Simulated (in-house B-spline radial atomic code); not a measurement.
Configurations of the titanium ion Ti⁵⁺, with energies counted from [Ne] 3s2 3p5. Computed with a radial B-spline atomic code at the basis-set limit: scalar-relativistic (X2C) LDA VWN5, spin-polarised, spherical fractional occupations, Fermi nucleus of rms radius 3.5921 fm. Shells without spins written out take the highest spin.

Occupations are held fixed; configurations that lie above the ionisation limit could autoionise.

```tsv
configuration	E - E(ref) (eV)	highest orbital	its <r> (bohr)
[Ne] 3s2 3p4 4d1	79.417	4d up	2.592
[Ne] 3s1 3p5 4s1	85.607	4s up	2.133
[Ne] 3s(1 up, 0 down) 3p(3 up, 2 down) 4p(0 up, 1 down)	93.73	4p down	2.314
[Ne] 3s(0 up, 1 down) 3p(2 up, 3 down) 4d(0 up, 1 down)	104.21	4d down	2.587
[Ne] 3s1 3p5 4f1	111.99	4f up	2.685
[He] 2s2 2p(3 up, 2 down) 3s2 3p6	429.36	3p down	0.9601
```

(1) Order these further configurations by energy, lowest first.
A. [Ne] 3s(1 up, 0 down) 3p(2 up, 3 down) 4f(1 up, 0 down)
B. [Ne] 3s1 3p6
C. [He] 2s2 2p5 3s2 3p5 4d1
D. [Ne] 3s2 3p4 4p1
E. [Ne] 3s1 3p5 4p1

(2) How far above the reference does [Ne] 3s2 3p4 4s1 lie?

Results:

(1) B (24.556 eV), D (68.365 eV), E (93.154 eV), A (113.97 eV), C (514.16 eV).

(2) 60.831 eV; its least bound orbital is 4s up with <r> = 2.135 bohr.
